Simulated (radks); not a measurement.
Neutral platinum: order these configurations by energy. All-electron calculation, Dirac Kohn-Sham, BLYP, spin-unpolarised, spherical densities, finite nucleus; Fermi nuclear charge, rms radius of each element as measured or else 0.836 A^(1/3) + 0.57 fm. Program: a radial shooting solver on a logarithmic mesh with Libxc functionals. Sub-shells are occupied by j as written (lower j first in brackets). [Xe] 4f14 5d(3/2: 4, 5/2: 4) 6s1 6p(1/2: 1, 3/2: 0); [Xe] 4f14 5d(3/2: 4, 5/2: 4) 6s2; [Xe] 4f14 5d(3/2: 4, 5/2: 5) 6p(1/2: 1, 3/2: 0); [Xe] 4f14 5d(3/2: 4, 5/2: 5) 6s1; [Xe] 4f14 5d10.

Answer. From the lowest, in eV above it: [Xe] 4f14 5d(3/2: 4, 5/2: 5) 6s1 0.000; [Xe] 4f14 5d(3/2: 4, 5/2: 4) 6s2 0.327; [Xe] 4f14 5d10 0.592; [Xe] 4f14 5d(3/2: 4, 5/2: 5) 6p(1/2: 1, 3/2: 0) 4.573; [Xe] 4f14 5d(3/2: 4, 5/2: 4) 6s1 6p(1/2: 1, 3/2: 0) 5.289.
